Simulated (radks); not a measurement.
Values are calculated unless marked as measured or tabulated.
Sb3+, configuration [Kr] 4d10 5s1 7p1 (not the ground configuration).

Level of theory: Dirac Kohn-Sham, LDA (Slater exchange, Perdew-Wang correlation), spin-unpolarised, spherical densities, finite nucleus; open shells fill j = l - 1/2 first; Fermi nuclear charge, rms radius 4.6802 fm (a radial shooting solver on a logarithmic mesh with Libxc functionals).

Energy parts (hartree):
total: -6474.74886
kinetic: 6830.29231
electron-nucleus: -15660.43522
Hartree: 2519.29216
exchange-correlation: -163.89811

Orbitals (lengths in bohr, moments of r in powers of bohr):
orbital,occ.,eigenvalue (hartree),<r^4>
1s1/2,2,-1113.049,3.135e-06
2s1/2,2,-170.5743,0.0005403
2p1/2,2,-159.7659,0.0003467
2p3/2,4,-150.5244,0.0004102
3s1/2,2,-34.57435,0.02394
3p1/2,2,-30.14708,0.02304
3p3/2,4,-28.44213,0.02628
3d3/2,4,-20.59050,0.02204
3d5/2,6,-20.23575,0.02297
4s1/2,2,-6.87204,0.7399
4p1/2,2,-5.37024,0.9536
4p3/2,4,-5.05022,1.095
4d3/2,4,-2.66367,2.436
4d5/2,6,-2.61652,2.554
5s1/2,1,-1.69584,26.07
7p1/2,1,-0.34819,5548
7p3/2,0,-0.34234,5830

The highest occupied level is 7p1/2 at -9.475 eV. Summed over all electrons, <r^2> = 89.79 bohr^2, which gives a Langevin (diamagnetic) susceptibility term of -71.1 x 10^-6 cm^3/mol.
